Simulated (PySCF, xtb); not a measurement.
C₄H₇NO, SMILES COCCC#N. The values are those of a single conformer.

Harmonic wavenumbers (cm⁻¹) from GFN2-xTB (xtb 6.7.1) at its own minimum, in rising order: 66, 105, 125, 228, 288, 386, 416, 534, 802, 984, 1000, 1021, 1066, 1121, 1130, 1162, 1167, 1245, 1260, 1353, 1408, 1425, 1468, 1488, 1495, 2416, 2839, 2874, 2900, 2923, 2968, 2978, 3035.

Problem. What does PBE-D3(BJ)/def2-SVP run with PySCF 2.14.0 give at its own minimum? (The exact figures need the calculation; the answer reports its results.)

Solution. 86, 109, 126, 233, 291, 378, 414, 529, 775, 946, 992, 1038, 1045, 1134, 1154, 1183, 1190, 1247, 1250, 1368, 1392, 1405, 1412, 1431, 1465, 2301, 2886, 2899, 2926, 2955, 2989, 3043, 3071. Paired by order, the mean absolute difference is 25 cm⁻¹ and the zero-point energies are 65.3 and 65.3 kcal/mol.
